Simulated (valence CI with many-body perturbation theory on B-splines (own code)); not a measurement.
# Energy levels of Ce50+

Level of theory: configuration interaction combined with many-body perturbation theory (CI+MBPT): six valence electrons over a frozen Dirac-Fock core [He], radial functions for each j: 9 s, 9 p, 8 d, 6 f, 3 g, 1 h, with the one-electron correlation potential Σ1, the two-electron term Σ2, the three-electron term Σ3, Breit, model QED; selected CI, second order for the rest, scaled by the run's own slope (own B-spline code, finite nucleus).

The last digits are not significant, and no measured levels were compared; by estimate large intervals hold to a few tenths of a per cent, small ones and those within an open d or f shell to about a per cent. Among the levels kept, up to 2400 cm⁻¹ of a level comes from second order outside the variational space, and about a tenth of that is noise between levels of different J, which matters for small intervals.

Levels 46 to 67 of 67, with energies above the lowest level, (2s^2 2p1/2^2 2p3/2^2) J=2. "Leading %" is the weight of the configuration and term that name the level; weights of strongly mixed levels are sums over their largest components and can fall short, so below about 35 % the name and the second component can differ from the true leading terms, or belong to a minority configuration. In the jj column 3d3/2^4 stands for four electrons in 3d with j = 3/2. Lifetimes count E1, E2, E3, M1 and M2 decay at the calculated energies, and are blank where another channel may lead or the interval is too uncertain; long ones can be off by a factor of two.

```tsv
No.	Configuration	Term	J	E (eV)	Leading %	Leading jj	g	Lifetime
46	2s2 2p3 3p	3P	1	5896.2	74	2s^2 2p1/2 2p3/2^2 3p3/2 (96 %)	1.437	222 fs
47	2s 2p4 3s	3P	2	5901.3	33	2s 2p1/2^2 2p3/2^2 3s (56 %)	1.286	22.8 fs
48	2s 2p4 3s	3P	2	5914.4	22	2s^2 2p1/2 2p3/2^2 3p3/2 (65 %)	1.251	42.4 fs
49	2s2 2p3 3p	3P	1	5916.3	43	2s^2 2p1/2 2p3/2^2 3p3/2 (90 %)	1.523	174 fs
50	2s2 2p3 3p	1D	2	5925.3	35	2s^2 2p1/2 2p3/2^2 3p3/2 (93 %)	1.159	239 fs
51	2s2 2p3 3d	5D°	1	5951.0	45	2s^2 2p1/2 2p3/2^2 3d3/2 (99 %)	1.020	13.7 fs
52	2s2 2p3 3d	5D°	2	5952.5	38	2s^2 2p1/2 2p3/2^2 3d3/2 (97 %)	1.087	12.6 fs
53	2s2 2p3 3d	5D°	0	5953.2	53	2s^2 2p1/2 2p3/2^2 3d3/2 (98 %)		9.86 fs
54	2s2 2p3 3d	3G°	3	5957.5	36	2s^2 2p1/2 2p3/2^2 3d3/2 (90 %)	1.114	4.41 fs
55	2s 2p4 3s	3S	1	5968.1	52	2s 2p1/2^2 2p3/2^2 3s (90 %)	1.940	28.8 fs
56	2s 2p4 3p	5P°	2	5971.1	27	2s 2p1/2^2 2p3/2^2 3p1/2 (84 %)	1.544	4.49 fs
57	2s 2p4 3p	3D°	3	5971.5	21	2s 2p1/2^2 2p3/2^2 3p1/2 (63 %)	1.256	2.94 fs
58	2s2 2p3 3d	3G°	4	5973.0	54	2s^2 2p1/2 2p3/2^2 3d3/2 (99 %)	1.043	6.73 ps
59	2s 2p4 3s	3P	2	5973.9	50	2s 2p1/2^2 2p3/2^2 3s (97 %)	1.377	64.9 fs
60	2s 2p4 3s	3P	1	5974.0	36	2s 2p1/2^2 2p3/2^2 3s (93 %)	1.053	13.5 fs
61	2s2 2p3 3d	5D°	4	5982.2	53	2s^2 2p1/2 2p3/2^2 3d5/2 (98 %)	1.287	25.4 ps
62	2s2 2p3 3d	3D°	3	5984.0	53	2s^2 2p1/2 2p3/2^2 3d5/2 (98 %)	1.300	53.1 fs
63	2s2 2p3 3d	3P°	2	5985.9	30	2s^2 2p1/2 2p3/2^2 3d3/2 (77 %)	1.272	2.75 fs
64	2s 2p4 3s	1S	0	5987.4	62	2s 2p1/2^2 2p3/2^2 3s (99 %)		26.7 fs
65	2s2 2p3 3d	3S°	1	5987.8	28	2s^2 2p1/2 2p3/2^2 3d3/2 (80 %)	1.251	1.73 fs
66	2s2 2p3 3d	3F°	3	5989.9	25	2s^2 2p1/2 2p3/2^2 3d3/2 (68 %)	1.220	4.87 fs
67	2s2 2p3 3d	3P°	1	6001.4	49	2s^2 2p1/2 2p3/2^2 3d5/2 (81 %)	1.080	2.02 fs
```
